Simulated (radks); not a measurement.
Valence configurations of Dy I (all share [Xe]). All-electron calculation, Dirac Kohn-Sham, PBE, spin-unpolarised, spherical densities, finite nucleus; open shells fill j = l - 1/2 first; Fermi nuclear charge, rms radius 5.2218 fm. Program: a radial shooting solver on a logarithmic mesh with Libxc functionals. Energies are relative to 4f10 6s2; eigenvalues in eV.

valence          E (eV)  e(4f5/2)  e(4f7/2)  e(5d3/2)  e(6p1/2)  e(6s1/2)
4f10 6s2          0.000    -3.485    -2.611         -         -    -3.746
4f9.5 5d0.5 6s2   1.220    -6.371    -5.466    -1.871         -    -4.026
4f10 6s1 6p1      2.498    -4.735    -3.860         -    -1.877    -4.440
4f10 5d1 6s1      2.536    -2.685    -1.812    -0.924         -    -3.513
4f10 6p2          5.120    -5.882    -5.006         -    -2.347         -
4f9 6s2 6p1       5.127   -12.573   -11.634         -    -2.345    -5.477
4f10 5d2          5.148    -2.379    -1.507    -0.880         -         -

NIST lists [Xe] 4f10 6s2 as the ground configuration; this level of theory agrees among the configurations tried. The energies are those of spherical spin-averaged densities, not of single terms. No valid solution was reached for [Xe] 4f11 5d1; [Xe] 4f11 6s1; [Xe] 4f10.5 6s1.5.
